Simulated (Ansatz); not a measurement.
[M(NH3)6] with several metals: gap (eV) at several levels, gas phase, relaxed structures; Ansatz. Core potentials for Ce, Dy, Er, Eu, Gd, Ho, Nd, Pr, Sm, Tb, Tm, Yb in the def2 sets, no spin–orbit coupling. HOMO and LUMO are taken over both spins. With an open 4f shell the SCF may have ended above the lowest state. Names give formal oxidation states. A dash marks a value that wasn't run or was left out as unsound. The structures are stationary points that may keep the symmetry of their start. Remarks come from the PBE and PBE0 runs and from stability tests at other levels; not every state was tested.

```json
{"species": "[Ni(NH3)6]3+ (NiN6H18³⁺)", "state": "doublet", "geometry": "PBE-D4/def2-SVP", "PBE-D4/def2-SVP": "0.55", "PBE-D4/def2-TZVP": "0.59", "r2SCAN-D4/def2-TZVP": "0.88", "PBE0-D4/def2-SVP": "3.33", "PBE0-D4/def2-TZVP": "3.35", "remarks": "–"}
{"species": "[Ce(NH3)6]3+ (CeN6H18³⁺)", "state": "doublet", "geometry": "PBE-D4/def2-SVP", "PBE-D4/def2-SVP": "0.76", "PBE-D4/def2-TZVP": "0.76", "r2SCAN-D4/def2-TZVP": "1.46", "PBE0-D4/def2-SVP": "6.06", "PBE0-D4/def2-TZVP": "6.05", "remarks": "–"}
{"species": "[Pr(NH3)6]3+ (PrN6H18³⁺)", "state": "triplet", "geometry": "PBE-D4/def2-SVP", "PBE-D4/def2-SVP": "0.58", "PBE-D4/def2-TZVP": "0.59", "r2SCAN-D4/def2-TZVP": "1.44", "PBE0-D4/def2-SVP": "6.32", "PBE0-D4/def2-TZVP": "6.30", "remarks": "–"}
{"species": "[Nd(NH3)6]3+ (NdN6H18³⁺)", "state": "quartet", "geometry": "r2SCAN-D4/def2-SVP", "PBE-D4/def2-SVP": "1.42", "PBE-D4/def2-TZVP": "1.42", "r2SCAN-D4/def2-TZVP": "2.92", "PBE0-D4/def2-SVP": "6.40", "PBE0-D4/def2-TZVP": "6.48", "remarks": "–"}
{"species": "[Sm(NH3)6]3+ (SmN6H18³⁺)", "state": "sextet", "geometry": "PBE-D4/def2-SVP", "PBE-D4/def2-SVP": "0.67", "PBE-D4/def2-TZVP": "0.68", "r2SCAN-D4/def2-TZVP": "1.65", "PBE0-D4/def2-SVP": "4.57", "PBE0-D4/def2-TZVP": "4.67", "remarks": "spin-contaminated (⟨S²⟩ up to 8.87)"}
{"species": "[Tb(NH3)6]3+ (TbN6H18³⁺)", "state": "septet", "geometry": "r2SCAN-D4/def2-SVP", "PBE-D4/def2-SVP": "0.97", "PBE-D4/def2-TZVP": "0.99", "r2SCAN-D4/def2-TZVP": "1.96", "PBE0-D4/def2-SVP": "7.84", "PBE0-D4/def2-TZVP": "7.83", "remarks": "–"}
{"species": "[Dy(NH3)6]3+ (DyN6H18³⁺)", "state": "sextet", "geometry": "r2SCAN-D4/def2-SVP", "PBE-D4/def2-SVP": "0.83", "PBE-D4/def2-TZVP": "0.84", "r2SCAN-D4/def2-TZVP": "2.10", "PBE0-D4/def2-SVP": "7.22", "PBE0-D4/def2-TZVP": "–", "remarks": "–"}
{"species": "[Er(NH3)6]3+ (ErN6H18³⁺)", "state": "quartet", "geometry": "PBE-D4/def2-SVP", "PBE-D4/def2-SVP": "1.46", "PBE-D4/def2-TZVP": "1.42", "r2SCAN-D4/def2-TZVP": "4.17", "PBE0-D4/def2-SVP": "7.27", "PBE0-D4/def2-TZVP": "7.22", "remarks": "–"}
{"species": "[Tm(NH3)6]3+ (TmN6H18³⁺)", "state": "triplet", "geometry": "PBE-D4/def2-SVP", "PBE-D4/def2-SVP": "0.73", "PBE-D4/def2-TZVP": "0.75", "r2SCAN-D4/def2-TZVP": "2.17", "PBE0-D4/def2-SVP": "6.25", "PBE0-D4/def2-TZVP": "6.27", "remarks": "–"}
```

(1) Estimate the rows for [Eu(NH3)6]3+ (EuN6H18³⁺) (septet, PBE-D4/def2-SVP geometry); [Gd(NH3)6]3+ (GdN6H18³⁺) (octet, r2SCAN-D4/def2-SVP geometry); [Ho(NH3)6]3+ (HoN6H18³⁺) (quintet, PBE-D4/def2-SVP geometry); [Yb(NH3)6]3+ (YbN6H18³⁺) (doublet, PBE-D4/def2-SVP geometry).

(1) 
```csv
species,state,geometry,PBE-D4/def2-SVP,PBE-D4/def2-TZVP,r2SCAN-D4/def2-TZVP,PBE0-D4/def2-SVP,PBE0-D4/def2-TZVP,remarks
[Eu(NH3)6]3+ (EuN6H18³⁺),septet,PBE-D4/def2-SVP,0.37,0.38,0.87,3.46,3.59,spin-contaminated (⟨S²⟩ up to 12.23)
[Gd(NH3)6]3+ (GdN6H18³⁺),octet,r2SCAN-D4/def2-SVP,3.38,3.30,5.63,8.38,8.30,–
[Ho(NH3)6]3+ (HoN6H18³⁺),quintet,PBE-D4/def2-SVP,1.78,1.79,4.05,7.59,7.57,–
[Yb(NH3)6]3+ (YbN6H18³⁺),doublet,PBE-D4/def2-SVP,0.40,0.42,1.43,5.17,5.42,–
```

Over the 12 species that have every level, the mean is 1.09 at PBE-D4/def2-SVP, 1.09 at PBE-D4/def2-TZVP, 2.39 at r2SCAN-D4/def2-TZVP, 6.05 at PBE0-D4/def2-SVP, 6.09 at PBE0-D4/def2-TZVP. Orbital gaps grow with the share of exact exchange and aren't one observable across functionals.
